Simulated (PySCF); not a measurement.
# From computed data to an observable: refractive index and permittivity of the vapour

Ge(H)2(Cl)(Me) (CH5ClGe), SMILES [CH3][GeH2][Cl].

The structure is a stationary point at B3LYP-D3(BJ)/def2-SVP.

ωB97X/def2-TZVPD run with PySCF gives a mean static polarisability of 59.0 bohr³ and a dipole moment of 2.58 D. Take an ideal gas at 298.15 K and 1 bar, whether or not the substance is that volatile.

Question: Work out n − 1 in the optical limit and the static ε − 1.

Answer: 
Polarisability volume α' = 59.0 × 0.148185 = 8.74 Å³. Number density N = p/kT = 2.43e-5 Å⁻³.
Dilute limit of Lorentz–Lorenz: n − 1 = 2π N α' = 0.0013.
Orientation term of Debye: μ²/(3kT) = 8.098 Å³ × μ²(D²) = 53.90 Å³.
ε − 1 = 4π N (α' + μ²/3kT) = 0.019. Orientation of the dipole supplies 86 % of the static response; it can't follow optical fields. Vibrational polarisation and dispersion are left out.
